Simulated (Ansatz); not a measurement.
Consider the ligand exchange at the Si–N bond: `F[SiH2]N[Si](F)(Cl)Cl` + `O[SiH](O)F` → `O[SiH](F)O[SiH2]F` + `N[Si](F)(Cl)Cl`.

Calculated with Ansatz (gas phase, PBE0-D4/def2-TZVP geometries, no zero-point term in ΔE). CCSD(T)/CBS is the MP2 limit (def2-TZVPP, def2-QZVPP) plus CCSD(T) − MP2 in def2-TZVPP, frozen cores. This one scheme is used for every species. DFT in def2-TZVPP. B3LYP here is the variant with VWN-RPA as its local correlation; programs differ in this. HSE06 is defined as in plane-wave codes. Each species was taken in one conformer, which may not be the lowest.

| level | ΔE (kcal/mol) | difference from CCSD(T)/CBS |
| --- | --- | --- |
| LDA (SPW92) | -11.5 | 1.6 |
| PBE-D4 | -11.2 | 1.9 |
| revPBE-D4 | -10.8 | 2.3 |
| BLYP-D4 | -12.7 | 0.4 |
| r2SCAN-D4 | -12.9 | 0.2 |
| B97M-V | -13.4 | -0.3 |
| PBE0-D4 | -12.1 | 1.0 |
| r2SCANh-D4 | -13.1 | 0.0 |
| r2SCAN0-D4 | -13.4 | -0.3 |
| BHLYP-D4 | -14.6 | -1.5 |
| CAM-B3LYP-D4 | -14.1 | -1.0 |
| ωB97X-V | -13.2 | -0.1 |
| PBE-QIDH | -13.0 | 0.1 |
| PBE | -11.7 | 1.4 |
| revPBE | -11.9 | 1.2 |
| BLYP | -13.7 | -0.6 |
| r2SCAN | -13.1 | 0.0 |
| PBE0 | -12.6 | 0.5 |
| B3LYP | -14.2 | -1.1 |
| r2SCANh | -13.3 | -0.2 |
| r2SCAN0 | -13.6 | -0.5 |
| HSE06 | -12.5 | 0.6 |
| BHLYP | -15.3 | -2.2 |
| CAM-B3LYP | -14.6 | -1.5 |
| LC-ωPBE | -13.3 | -0.2 |
| RPA@PBE/def2-TZVPP | -12.5 | 0.6 |
| HF/def2-SVP | -15.3 | -2.2 |
| MP2/def2-SVP | -11.8 | 1.3 |
| CCSD/def2-SVP | -12.3 | 0.8 |
| CCSD(T)/def2-SVP | -11.8 | 1.3 |
| HF/def2-TZVPP | -16.9 | -3.8 |
| MP2/def2-TZVPP | -12.7 | 0.4 |
| CCSD/def2-TZVPP | -13.5 | -0.4 |
| CCSD(T)/def2-TZVPP | -12.8 | 0.3 |
| HF/def2-QZVPP | -17.3 | -4.2 |
| MP2/def2-QZVPP | -13.0 | 0.1 |
| SCS-MP2/def2-QZVPP | -13.7 | -0.6 |
| HF/CBS(def2) | -17.3 | -4.2 |
| MP2/CBS(def2) | -13.0 | 0.1 |
| CCSD/CBS(def2) | -13.8 | -0.7 |
| CCSD(T)/CBS | -13.1 | 0 |

Largest T1 diagnostic among the species: 0.012.

Leaving LDA and LC-ωPBE aside and taking each functional with its dispersion term where it has one, the values spread over 3.9 kcal/mol, from BHLYP-D4 to revPBE-D4. From BLYP to BHLYP (50 % exact exchange), in def2-TZVPP and without D4, ΔE moves by −1.6 kcal/mol. At CCSD(T), def2-SVP lies +1.3 kcal/mol from the extrapolated value and def2-TZVPP +0.3 kcal/mol.
